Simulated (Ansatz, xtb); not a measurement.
**Two isomers of FH8NSi3**

Structure I: `F[Si@@H]([SiH3])N[SiH3]`, a singlet. Structure II: `F[SiH2]N([SiH3])[SiH3]`, a singlet. Both are isolated molecules in the gas phase, relaxed with PBE-D3(BJ)/def2-SVP; each stands in its lowest conformer found.

I (Å):

```json
{"atom": "F", "x (Å)": "1.1099", "y (Å)": "-2.3292", "z (Å)": "-2.9824"}
{"atom": "N", "x (Å)": "-0.2071", "y (Å)": "-1.6694", "z (Å)": "-0.5873"}
{"atom": "Si", "x (Å)": "1.2993", "y (Å)": "-1.7377", "z (Å)": "-1.4531"}
{"atom": "Si", "x (Å)": "2.1465", "y (Å)": "0.4422", "z (Å)": "-1.6671"}
{"atom": "Si", "x (Å)": "-0.9191", "y (Å)": "-2.8909", "z (Å)": "0.4658"}
{"atom": "H", "x (Å)": "2.1873", "y (Å)": "-2.7026", "z (Å)": "-0.7250"}
{"atom": "H", "x (Å)": "1.0552", "y (Å)": "1.3406", "z (Å)": "-2.1919"}
{"atom": "H", "x (Å)": "2.5734", "y (Å)": "0.9580", "z (Å)": "-0.3179"}
{"atom": "H", "x (Å)": "3.3183", "y (Å)": "0.5061", "z (Å)": "-2.6080"}
{"atom": "H", "x (Å)": "-0.8134", "y (Å)": "-0.8743", "z (Å)": "-0.8191"}
{"atom": "H", "x (Å)": "-2.1252", "y (Å)": "-3.5524", "z (Å)": "-0.1491"}
{"atom": "H", "x (Å)": "0.1458", "y (Å)": "-3.9203", "z (Å)": "0.7081"}
{"atom": "H", "x (Å)": "-1.3500", "y (Å)": "-2.2812", "z (Å)": "1.7732"}
```

II (Å):

```yaml
atoms:
  - { symbol: F, position_ang: [-2.4718, -1.3287, -0.3832] }
  - { symbol: N, position_ang: [-0.0653, -0.0965, -1.1050] }
  - { symbol: Si, position_ang: [-1.0947, -1.4980, -1.2606] }
  - { symbol: Si, position_ang: [-0.2693, 1.3084, -2.1743] }
  - { symbol: Si, position_ang: [1.0994, 0.0338, 0.2313] }
  - { symbol: H, position_ang: [-1.5079, -1.6481, -2.6911] }
  - { symbol: H, position_ang: [-0.3804, -2.6961, -0.7184] }
  - { symbol: H, position_ang: [1.0617, 1.6920, -2.7624] }
  - { symbol: H, position_ang: [-1.2288, 0.9333, -3.2662] }
  - { symbol: H, position_ang: [-0.8038, 2.4948, -1.4185] }
  - { symbol: H, position_ang: [2.4617, 0.3662, -0.3146] }
  - { symbol: H, position_ang: [1.1380, -1.2828, 0.9512] }
  - { symbol: H, position_ang: [0.7038, 1.1229, 1.1915] }
```

Which of the two would you expect CCSD(T)/def2-SVP + ΔMP2/def2-TZVPP electronic energies to favour?

Structure II; the calculation gives E(II) − E(I) = −15.2 kcal/mol.

Level by level:

| level | geometry | E(II) − E(I) (kcal/mol) | departure from the last row (kcal/mol) | job, with rough time for the two |
| --- | --- | --- | --- | --- |
| PBE-D3(BJ)/def2-SVP | PBE-D3(BJ)/def2-SVP | −8.5 | +6.7 | optimisation, 72 s |
| HF/def2-SVP | PBE-D3(BJ)/def2-SVP | −15.5 | −0.3 | part of the CCSD(T) run |
| MP2/def2-SVP | PBE-D3(BJ)/def2-SVP | −16.4 | −1.2 | part of the CCSD(T) run |
| CCSD(T)/def2-SVP | PBE-D3(BJ)/def2-SVP | −14.8 | +0.4 | single point |
| CCSD(T)/def2-SVP + ΔMP2/def2-TZVPP | PBE-D3(BJ)/def2-SVP | −15.2 |  | single point, 50 s |

As drawn, II has 1 N–Si, 1 Si–H in place of 1 Si–Si, 1 N–H.

None of the levels shown reverses the order. The largest departure from CCSD(T)/def2-SVP + ΔMP2/def2-TZVPP is that of PBE-D3(BJ)/def2-SVP, 6.7 kcal/mol. Levels run at GFN2-xTB geometries aren't shown. The last row adds to CCSD(T) the change of the MP2 difference between the two basis sets, here −0.4 kcal/mol.

With thermal terms from frequencies at re-optimised GFN2-xTB minima (ideal gas, soft modes damped towards free rotors, one conformer each, 298.15 K, 1 atm): on the last row, ΔE + ΔZPE = −15.9, ΔH = −16.3, ΔG = −15.5 kcal/mol.

The correlated steps freeze 17 core orbitals. Mirror images aren't counted in ΔG. Codes used: Ansatz 0.2.0, xtb 6.7.1; the last row on 2 threads of Arm Neoverse V1 on a shared host.
